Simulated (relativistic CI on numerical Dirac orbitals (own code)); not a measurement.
**d1 to d9 in one octahedral field**

Computed with a parametric ligand-field model without spin-orbit coupling, by exact diagonalisation: B = 850, C = 3830, 10Dq = 14800 cm⁻¹ (Oh; |10Dq|/B = 17.4) for every shell. Energies in cm⁻¹; the field energy is (0.6 n_e − 0.4 n_t2) × 10Dq of the ground term; g labels are left out.

```
Shell  Ground term  Electrons in e  Field energy  First spin-allowed bands  Lowest term of other spin
   d1          2T2           0.000         -5920                  2E 14800                           
   d2          3T1           0.045        -11177      3T2 13354, 3T1 24659                  1T2 13268
   d3          4A2           0.000        -17760      4T2 14800, 4T1 22347                   2E 17533
   d4           5E           1.000         -8880                 5T2 14800                   3T1 7576
   d5          6A1           2.000             0                      none                  4T1 15826
   d6            ?               ?             ?                         ?                          ?
   d7          4T1           2.045        -11177      4T2 13354, 4T1 24659                    2E 3176
   d8          3A2           2.000        -17760      3T2 14800, 3T1 22347                   1E 14178
   d9           2E           3.000         -8880                 2T2 14800
```

**Question.** Fill in the row of d6.

**Answer.** Ground term: 5T2; Electrons in e: 2.000; Field energy: -5920; First spin-allowed bands: 5E 14800; Lowest term of other spin: 1A1 2459. Every shell keeps the spin of the free ion. Only d4 to d7 can choose; the field needed to pair spins is smallest for d6 and largest for d5, which loses most exchange energy. In the strong-field picture 10Dq must exceed about 6B + 5C = 24250 (d4), 7.5B + 5C = 25525 (d5), 2.5B + 4C = 17445 (d6) and 4B + 4C = 18720 (d7); mixing of terms shifts these bounds somewhat. High-spin d^(n+5) repeats the spin-allowed bands of d^n, since the half-filled shell is spherical.
